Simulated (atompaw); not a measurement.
**Reading a pseudo-wave (palladium)**

Columns: radius, all-electron u(r) and pseudo u(r) of the 5s shell (level -11.04 eV) of palladium in the configuration [Ar] 3d10 4s2 4p6 4d9 5s0 5p0; PBE, scalar-relativistic, PAW (atompaw) scheme, atompaw 4.2.0.5.

```
r (bohr)  all-electron   pseudo
   0.075       -0.1138  -0.2057
   0.150       -0.0268  -0.4017
   0.225        0.1497  -0.5789
   0.300        0.1889  -0.7294
   0.375        0.1085  -0.8469
   0.450       -0.0211  -0.9270
   0.525       -0.1464  -0.9676
   0.600       -0.2395  -0.9688
   0.675       -0.2916  -0.9327
   0.750       -0.3040  -0.8634
   0.825       -0.2832  -0.7664
   0.900       -0.2371  -0.6483
   0.975       -0.1738  -0.5160
   1.050       -0.1000  -0.3768
   1.125       -0.0213  -0.2369
   1.200        0.0585  -0.1021
   1.275        0.1364   0.0232
   1.350        0.2103   0.1358
   1.425        0.2791   0.2342
   1.500        0.3419   0.3178
   1.575        0.3984   0.3876
   1.650        0.4487   0.4450
   1.725        0.4926   0.4920
   1.800        0.5306   0.5308
   1.875        0.5630   0.5630
   1.950        0.5899   0.5899
```

Question: How many radial nodes do the two functions have?

Answer: The all-electron 5s function has n − l − 1 = 4 (the table is too coarse to show those close to the nucleus); the pseudo-wave has 1, since 1 lower shell of the same l stays in the valence.

Question: Is the pseudo-wave norm-conserving?

Answer: No, it belongs to a PAW set: the norm inside the radius is not constrained, and the difference is carried by the augmentation charge.
